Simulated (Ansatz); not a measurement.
Relaxation of C₂H₅GaS₂ (10 atoms, charge 0, multiplicity 1), to a largest force component of 0.02 eV/Å in at most 50 steps.

Method: RKS B3LYP/def2-SVP in Ansatz 0.2.0.

```xyz
10
Properties=species:S:1:pos:R:3:forces:R:3
Ga -0.365 0.482 -1.668 -0.22 0.66 -0.56
S -0.157 -1.653 -0.886 0.06 -0.46 -0.12
C 0.602 -0.872 0.531 -0.43 -0.64 0.16
C -0.172 0.074 1.356 -0.18 -0.28 0.30
S 1.092 0.900 0.359 0.51 0.88 -0.35
H -1.676 1.262 -1.315 -0.19 0.01 0.09
H 0.504 0.901 -2.883 0.20 -0.07 -0.26
H 1.353 -1.484 1.017 0.30 -0.18 0.32
H 0.025 0.120 2.420 0.10 0.00 0.45
H -1.206 0.270 1.071 -0.14 0.06 -0.03
```

Task: Where does it end, and by what steps?

Result: The run converged. After 6 steps the energy has fallen by 0.129 eV; H6 moved furthest, 0.20 Å.

| step | energy less start (eV) | largest force component (eV/Å) | accepted |
| --- | --- | --- | --- |
| 0 | 0.0000 | 0.884 | yes |
| 1 | -0.0755 | 0.717 | yes |
| 2 | -0.1149 | 0.349 | yes |
| 3 | -0.1219 | 0.211 | yes |
| 4 | -0.1238 | 0.240 | yes |
| 5 | -0.1290 | 0.032 | yes |
| 6 | -0.1293 | 0.012 | yes |

```xyz
10
Properties=species:S:1:pos:R:3
Ga -0.383 0.565 -1.750
S -0.193 -1.626 -0.894
C 0.562 -0.898 0.551
C -0.159 0.033 1.433
S 1.028 0.965 0.364
H -1.752 1.296 -1.495
H 0.608 0.840 -2.934
H 1.377 -1.476 1.003
H 0.130 0.070 2.490
H -1.217 0.230 1.232
```

Run time: 31 s on 2 threads of Arm Neoverse V2, with other jobs on the host, peak memory 0.32 GiB.
